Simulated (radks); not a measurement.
Results of a calculation; reference values are marked as such.
Problem. These are the eigenvalues of the occupied orbitals of an atom or ion with whole-number occupations (eV). Code: a radial shooting solver on a logarithmic mesh with Libxc functionals. Model: scalar-relativistic Kohn-Sham, BLYP, spin-polarised, spherical densities, point nucleus.

1s down: -5903.778
1s up: -5903.765
2s up: -688.6719
2s down: -687.1671
2p up: -582.2533
2p down: -581.0975
3s up: -96.2490
3s down: -92.2082
3p up: -67.6088
3p down: -63.6784
3d up: -23.9955

Which element is it, and in what charge state? The configuration may be excited. Open shells, if any, are filled with parallel spins first.

Solution. Z = 24, chromium, charge +2: Cr2+ in [Ar] 3d4. The list shows which subshells hold electrons but not how many an open one holds; the 1s level, -216.96 hartree, gives Z - s = 20.8 by -(Z - s)^2/2, which with screening and relativity narrows Z to a few neighbours, and the depths of the outer levels then fix element, charge and occupations together.
